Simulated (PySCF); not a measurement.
Cl2FH3Si2.

```xyz
8

F     -0.3007     1.8788     0.0000
Si    -0.0825     0.2749     0.0000
Si     2.1807    -0.2710     0.0000
Cl    -1.0177    -0.4643     1.6767
Cl    -1.0177    -0.4643    -1.6767
H      2.8223     0.2899    -1.2243
H      2.8223     0.2899     1.2243
H      2.2876    -1.7587     0.0000
```

Geometry: r2SCAN-D4/def2-SVP. The structure was generated by enumeration, and PubChem lists no compound with its InChIKey, so it may never have been made.

Level of theory: PBE/pcSseg-1 in PySCF. Non-relativistic, no solvent.

Computed absolute GIAO shielding of each atom: isotropic value and principal components (ppm):
```json
[
 {"atom": "F1", "σ(iso)": "252.1", "σ11": "199.8", "σ22": "261.0", "σ33": "295.5", "span": "95.8"},
 {"atom": "Si2", "σ(iso)": "305.6", "σ11": "289.9", "σ22": "304.0", "σ33": "322.9", "span": "33.0"},
 {"atom": "Si3", "σ(iso)": "439.9", "σ11": "431.5", "σ22": "436.8", "σ33": "451.3", "span": "19.8"},
 {"atom": "Cl4", "σ(iso)": "749.3", "σ11": "596.0", "σ22": "703.6", "σ33": "948.2", "span": "352.1"},
 {"atom": "Cl5", "σ(iso)": "749.3", "σ11": "596.0", "σ22": "703.6", "σ33": "948.2", "span": "352.1"},
 {"atom": "H6", "σ(iso)": "27.5", "σ11": "24.1", "σ22": "25.6", "σ33": "32.8", "span": "8.7"},
 {"atom": "H7", "σ(iso)": "27.5", "σ11": "24.1", "σ22": "25.6", "σ33": "32.8", "span": "8.7"},
 {"atom": "H8", "σ(iso)": "27.6", "σ11": "24.4", "σ22": "26.1", "σ33": "32.2", "span": "7.7"}
]
```
